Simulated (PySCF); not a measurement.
# Fractional electron number in Tc²⁺ (technetium, charge +2)

The 4d alpha orbital of [Kr] 4d5 is emptied in steps (occupation f), with all orbitals relaxed, ending at [Kr] 4d4. All numbers are calculated (PySCF 2.14, scalar relativity through the core potential, in def2-TZVP with the def2 core potential (28 electrons)). The exact energy is a straight line in f; departures are measured from the line between the end points of the same method.

| f | UHF (eV) | LDA (eV) | PBE (eV) |
| --- | --- | --- | --- |
| 1 | 0.000 | 0.000 | 0.000 |
| 0.9 | 0.098 | -0.565 | -0.555 |
| 0.7 | 0.224 | -1.326 | -1.303 |
| 0.5 | 0.261 | -1.587 | -1.558 |
| 0.3 | 0.215 | -1.341 | -1.314 |
| 0.1 | 0.090 | -0.578 | -0.565 |
| 0 | 0.000 | 0.000 | 0.000 |

```json
{"method": "UHF", "E(f=0) − E(f=1) (eV)": "28.921", "−ε at f=1 (eV)": "30.023", "−ε at f=0.5 (eV)": "28.895"}
{"method": "LDA", "E(f=0) − E(f=1) (eV)": "30.116", "−ε at f=1 (eV)": "23.863", "−ε at f=0.5 (eV)": "30.071"}
{"method": "PBE", "E(f=0) − E(f=1) (eV)": "29.936", "−ε at f=1 (eV)": "23.782", "−ε at f=0.5 (eV)": "29.901"}
```

Orbital energy along the path (eV):

| f | UHF | LDA | PBE |
| --- | --- | --- | --- |
| 1 | -30.023 | -23.863 | -23.782 |
| 0.9 | -29.782 | -25.079 | -24.984 |
| 0.7 | -29.324 | -27.551 | -27.423 |
| 0.5 | -28.895 | -30.071 | -29.901 |
| 0.3 | -28.490 | -32.634 | -32.413 |
| 0.1 | -28.108 | -35.235 | -34.952 |
| 0 | -27.925 | -36.548 | -36.229 |

Reference removal energy between the ground levels: 29.55 eV (semi-empirical (NIST evaluation); NIST Atomic Spectra Database, ionization energies). The calculation has no spin-orbit coupling. The determinant left behind need not be the lowest term of the ion. UHF lacks correlation.
